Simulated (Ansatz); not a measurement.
Input file for Ansatz (a program for electronic structure): R-wB97X-V/cc-pVTZ on C2H6Ge (SMILES C=[CH][GeH3]), a point of a bond scan (R = 1.087 Å).

Ansatz 0.2 input:
```yaml
crystal:
  periodic: [false, false, false]
  atoms:
    - {symbol: Ge, position_ang: [0.66752956, -0.22973901, -0.11387387]}
    - {symbol: C, position_ang: [-1.03513912, 0.71643893, -0.15287768]}
    - {symbol: C, position_ang: [-2.06173156, 0.40467758, 0.63060035]}
    - {symbol: H, position_ang: [0.97400304, -0.84732256, -1.49145306]}
    - {symbol: H, position_ang: [0.58654611, -1.34383479, 0.94450911]}
    - {symbol: H, position_ang: [1.81429749, 0.73616834, 0.23968824]}
    - {symbol: H, position_ang: [-1.14131416, 1.53947676, -0.85418071]}
    - {symbol: H, position_ang: [-3.00082567, 0.94726023, 0.59013045]}
    - {symbol: H, position_ang: [-2.01242865, -0.40679883, 1.34893372]}
basis:
  gaussian:
    orbitals: cc-pVTZ
    pivot_positions_ang: [[0.66752956, -0.22973901, -0.11387387], [-1.03513912, 0.71643893, -0.15287768], [-2.06173156, 0.40467758, 0.63060035], [0.97400304, -0.84732256, -1.49145306], [0.58654611, -1.34383479, 0.94450911], [1.81429749, 0.73616834, 0.23968824], [-1.14131416, 1.53947676, -0.85418071], [-3.00082567, 0.94726023, 0.59013045], [-2.01242865, -0.40679883, 1.34893372]]
hamiltonian:
  xc: {name: wB97X-V}
scf: {lower_state_search: off}
output: {orbitals: {seedname: ./end}}
```

The head of its log:

```
WARN ansatz: RAYON_NUM_THREADS=1 ignored (pool sized by the plan → 1); use --threads N
Functional definition: wB97X-V
these checks for a lower state are left out or cut short: stability, starts, cluster_reference, orbital_swaps, neighbouring_geometries, increment
integrals: 0.13 GiB planned
1095 factors; their error is unknown
integrals: 0.17 GiB planned
286 factors; integrals over basis functions are off by at most 1.6e-6 eV
mean field: 1.16 GiB planned
mean field evaluation 1: about -58682.3444 eV, gradient 3.5e1 eV
mean field evaluation 2: about -58683.5798 eV, gradient 2.5e1 eV
```

Problem. Predict the final total energy.

Solution. -2156.6358 hartree.
